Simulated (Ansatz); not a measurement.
A nudged elastic band was laid between two geometries of CH2BNO2 (7 atoms, charge 0, multiplicity 1).

All numbers below come from UKS B3LYP-D4/def2-SVP (Ansatz 0.2.0).

```yaml
movable_images: 2
climbing_image: no
spring: 5.0 eV/Å²
optimiser: quadratic models (default)
start_path: through a guess of the saddle point
force_threshold: 0.05 eV/Å
iteration_limit: 60
end_points: relaxed
```

Initial state:

```xyz
7
Properties=species:S:1:pos:R:3
O -0.130 -2.292 0.744
C -0.105 -1.172 0.325
N 0.591 0.027 0.645
B -0.309 0.144 -0.434
O -0.813 0.985 -1.345
H 1.287 0.356 1.316
H -0.459 1.884 -1.296
```

Final state:

```xyz
7
Properties=species:S:1:pos:R:3
O -0.580 -2.658 0.564
C -0.182 -1.547 0.404
N 0.702 -0.606 0.882
B -0.028 -0.143 -0.164
O 0.154 1.293 -0.683
H 0.638 1.852 -0.031
H -0.643 1.741 -1.018
```

**Question.** What changes between the two ends?

**Answer.** Bonds broken: N3–H6. Bonds formed: O5–H6.

**Question.** Give the energies along the band, and the barrier.

**Answer.** It converged. The highest image is number 2 of 0 to 3, 3.60 eV above the first end and 0.69 eV above the last; the last end lies 2.91 eV above the first. Neighbouring images differ by up to 3.1 eV, so the band resolves the path poorly. No image climbed, so the highest image needn't sit at the top of the path. So few images can step over the top or miss a turn of the path.

| image | path coordinate (Å) | energy (eV) | N3–H6 (Å) | O5–H6 (Å) |
| --- | --- | --- | --- | --- |
| 0 | 0.00 | 0.00 | 1.02 | 3.45 |
| 1 | 1.83 | 0.50 | 1.04 | 2.79 |
| 2 | 3.66 | 3.60 | 3.37 | 2.95 |
| 3 | 5.49 | 2.91 | 2.62 | 0.99 |

**Question.** What is the geometry of the highest image?

**Answer.** 
```xyz
7
Properties=species:S:1:pos:R:3:forces:R:3
O -0.850 -2.566 0.465 0.00 0.00 0.00
C -0.271 -1.532 0.370 0.00 0.00 0.00
N 0.746 -0.739 0.684 0.00 0.00 0.00
B -0.042 -0.009 -0.188 0.00 0.00 0.00
O -0.238 1.128 -0.850 0.00 0.00 0.00
H 1.747 2.469 0.871 0.01 0.00 0.01
H -1.031 1.180 -1.398 0.00 -0.01 0.00
```

Time of the run: 83 s on 2 threads of AMD EPYC 7R43 64-Core Processor (Zen 3), with other jobs on the host, peak memory 0.23 GiB.
